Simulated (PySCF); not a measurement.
**Input and output**

BiI3 (singlet). PySCF 2.14.0, RKS B3LYP, Bi def2-SVP with ECP60, I def2-SVP with ECP28; non-relativistic Hamiltonian with scalar-relativistic core potentials where named; density fitting; no spin-orbit coupling. Purpose: singlet excitations, Tamm-Dancoff B3LYP.

```python
mol = gto.M(atom='''
Bi     0.00345    -0.00004     0.84182
I      2.51686    -0.00063    -0.45956
I     -1.25939     2.17901    -0.46336
I     -1.26066    -2.17834    -0.46334''',
    basis={'Bi': 'def2-SVP', 'I': 'def2-SVP'},
    ecp={'Bi': 'def2-SVP', 'I': 'def2-SVP'},
    charge=0, spin=0)
mf = dft.RKS(mol, xc='B3LYP')
mf.grids.atom_grid = (50, 194)
mf = mf.density_fit()  # fitting sets: Bi def2-universal-JKFIT, I def2-universal-JKFIT
mf.conv_tol = 1e-08; mf.max_cycle = 55
mf.kernel(dm0)  # dm0: converged density of the relaxed state
td = mf.TDA(); td.nstates = 8; td.kernel()
```

Run from Python with OMP_NUM_THREADS=2; the lines above give its settings. Where DIIS fails, smearing, a level shift and second-order steps follow.
It took 23 s on 2 threads of Arm Neoverse V1, with other jobs on the host, from an already converged density.

Question: Where do the frontier levels lie, over both spins?

Answer: HOMO -7.24 eV, LUMO -3.34 eV. 

Question: What are the Mulliken charges and spins?

Answer: 
| atom | charge (e) | spin (e) |
| --- | --- | --- |
| Bi1 | 0.556 | 0.000 |
| I2 | -0.184 | 0.000 |
| I3 | -0.186 | 0.000 |
| I4 | -0.186 | 0.000 |

Question: Which singlet excitations follow (Tamm-Dancoff, 8 states)?

Answer: 
```
state    eV  oscillator strength
    1  3.05               0.0000
    2  3.21               0.0062
    3  3.30               0.0166
    4  3.30               0.0166
    5  3.50               0.0000
    6  3.50               0.0001
    7  3.75               0.0020
    8  3.77               0.0015
```
Functionals without range separation put charge-transfer states too low; the basis has no diffuse functions.

The geometry was relaxed with r2SCAN (Bi def2-SVP with ECP60, I def2-SVP with ECP28).
